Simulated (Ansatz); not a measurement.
`F[SiH2][S][GeH3]` + `[SiH3][GeH3]` → `F[SiH2][GeH2][SiH3]` + `[SH][GeH3]`  (formal exchange of groups at the Si–S bond)

Isolated molecules relaxed with PBE0-D4/def2-TZVP in Ansatz; ΔE leaves out vibrations. CCSD(T)/CBS adds triple-zeta CCSD(T) − MP2 to the extrapolated MP2 energy (def2 sets, frozen cores). Functionals use def2-TZVPP. For Ge outer-core shells are correlated without core-valence functions, which leaves a few kJ/mol of doubt a bond. Scalar relativity is left out up to krypton. Each species was taken in one conformer, which may not be the lowest.

```csv
level,ΔE (kJ/mol)
PBE,52.3
MP2/def2-QZVPP,67.0
```

Task: What does CCSD(T)/CBS give? (Estimate.)

Result: Ansatz gave: +60.6 kJ/mol. The listed levels differ from it by -8.3, 6.4 kJ/mol.

Largest T1 diagnostic among the species: 0.012.

From PBE to PBE0 (25 % exact exchange), in def2-TZVPP and without D4, ΔE moves by +3.2 kJ/mol.

CCSD(T)/CBS has its own doubt, a few kJ/mol and more with outer-core shells, so smaller differences from it don't rank the levels.
